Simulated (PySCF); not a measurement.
C₂H₁₀O₂Si₂, SMILES CO[Si@@](C)(O)[SiH3]. Coordinates come from a TPSSh-D3(BJ)/def2-SVP optimisation. The structure was generated by enumeration; whether it is a known compound was not checked. Other conformers were not sampled.

### Question
Give the equilibrium geometry at TPSSh-D3(BJ)/def2-SVP (PySCF confirms it by a frequency run) as Cartesian coordinates in Å. (The exact figures need the calculation; the answer reports its results.)

### Answer
Several could match; the one computed here: 
```xyz
16

C     -1.3386     1.9031    -0.8900
O     -0.4481     1.4831     0.1204
Si     0.4502     0.0688     0.1277
C      1.5050    -0.0071    -1.4276
O      1.3733     0.1095     1.5153
Si    -0.9426    -1.8100     0.3533
H     -0.8296     2.0324    -1.8632
H     -1.7667     2.8729    -0.5942
H     -2.1702     1.1875    -1.0287
H      2.1696    -0.8862    -1.4076
H      0.8808    -0.0781    -2.3345
H      2.1331     0.8957    -1.5217
H      1.8734     0.9251     1.6658
H     -0.1582    -3.0785     0.3564
H     -1.7422    -1.7363     1.6084
H     -1.8961    -1.8744    -0.7956
```
